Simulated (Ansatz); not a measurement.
`[SiH3]OCS[SiH3]` + `CN[SiH2]Cl` → `CN([SiH3])[SiH2]Cl` + `[SiH3]OCS`  (ligand exchange at the Si–S bond)

Computed with Ansatz on PBE0-D4/def2-TZVP structures; ΔE is electronic, products minus reactants. CCSD(T)/CBS is the MP2 limit (def2-TZVPP, def2-QZVPP) plus CCSD(T) − MP2 in def2-TZVPP, frozen cores. DFT in def2-TZVPP. Each species was taken in one conformer, which may not be the lowest.

```
             species  CAM-B3LYP energy (Eh)
   `[SiH3]OCS[SiH3]`            -1095.40898
        `CN[SiH2]Cl`             -846.26811
`CN([SiH3])[SiH2]Cl`            -1136.99343
         `[SiH3]OCS`             -804.68232
```

(1) Work out ΔE.

(2) What do rigid-rotor, harmonic-oscillator terms from PBE0-D4/def2-TZVP frequencies (298.15 K, 1 bar) make of the CCSD(T)/CBS value? (Estimate.)

Largest T1 diagnostic among the species: 0.012.

## Answers

(1) ΔE = (-1136.99343) + (-804.68232) − (-1095.40898) − (-846.26811) = 0.00134 Eh = +0.04 eV. CCSD(T)/CBS gives +0.04 eV.

(2) Computed: ΔZPE = -0.07 eV, ΔH = -0.02 eV, ΔS = -2 J/(mol·K), ΔG = -0.02 eV. Modes under 50 cm⁻¹ make the entropy rough.

Leaving LDA and LC-ωPBE aside and taking each functional with its dispersion term where it has one, the values, not all of them listed here, spread over 0.12 eV, from CAM-B3LYP-D4 to PBE-D4. LDA lies −0.06 eV from PBE without D4. From BLYP to BHLYP (50 % exact exchange), in def2-TZVPP and without D4, ΔE moves by −0.05 eV.
